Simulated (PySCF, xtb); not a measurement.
C₃H₅FOSi, SMILES F[SiH2]C1=COC1. One conformer was computed; it need not be the lowest.

Harmonic wavenumbers (cm⁻¹) from xtb with GFN2-xTB at its own minimum, in rising order: 39, 115, 171, 267, 426, 504, 521, 559, 721, 780, 810, 819, 943, 953, 1006, 1044, 1072, 1129, 1210, 1257, 1431, 1631, 2297, 2323, 2995, 3003, 3142.

### Question
What does PBE-D3(BJ)/def2-SVP (PySCF) give at its own minimum? (An estimate is asked for; the answer gives what the named calculation found.)

### Answer
27, 103, 160, 319, 437, 486, 632, 678, 829, 861, 876, 899, 932, 951, 958, 1043, 1077, 1138, 1190, 1284, 1404, 1594, 2160, 2165, 2998, 3070, 3146. Paired by order, the mean absolute difference is 46 cm⁻¹ and the zero-point energies are 44.6 and 44.9 kcal/mol.
